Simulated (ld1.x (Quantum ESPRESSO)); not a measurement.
# Which change was made? (K, TM)

- Element: potassium (K)
- Generator: ld1.x (Quantum ESPRESSO) 7.5
- Type: norm-conserving Troullier–Martins (Kleinman–Bylander form)
- Functional: PBE
- Relativity: scalar-relativistic
- Frozen core: [Ar]
- Valence charge: 1
- Reference configuration: 4s1 4p0
- Partial waves: 4s (bound): rc 3.90 bohr; 4p (bound, empty): rc 4.10 bohr; 3d channel at -0.1 Ry: rc 3.35 bohr
- Local potential: all-electron potential smoothed inside 3.65 bohr (lloc = -1)
- Core correction: a·sin(br)/r model core, default radius (core density twice the valence density)

Cutoffs, loose and tight: the cutoffs (Ry, on a coarse ladder) from which the occupation-weighted sum of valence levels, in a spherical-Bessel basis at the reference potential, stays within 10 and 1 mRy of its value at 400 Ry. They do not see the model core or the augmentation charge, which bear on the density cutoff. Test errors are all-electron minus pseudo excitation energies from the reference, over the configurations 4s0.5 4p0; 4s0 4p1; variants that change the core or the reference have their own tests.

The base gives: outcome: generated; cutoff, loose: 6 Ry; cutoff, tight: 6 Ry; bound ghosts: none; largest test error (meV): +6.6.

(1) After one change the result is: outcome: generated; cutoff, loose: 6 Ry; cutoff, tight: 6 Ry; bound ghosts: none; largest test error (meV): +0.7. Which change was it?
A. core correction a·sin(br)/r model core inside 3.92 bohr
B. core correction a·sin(br)/r model core inside 2.72 bohr
C. core correction a·sin(br)/r model core inside 3.66 bohr

## Answers

(1) B. The others give: core correction a·sin(br)/r model core inside 3.66 bohr → outcome: generated; cutoff, loose: 6 Ry; cutoff, tight: 6 Ry; bound ghosts: none; largest test error (meV): +22 | core correction a·sin(br)/r model core inside 3.92 bohr → outcome: generated; cutoff, loose: 6 Ry; cutoff, tight: 6 Ry; bound ghosts: none; largest test error (meV): +28.
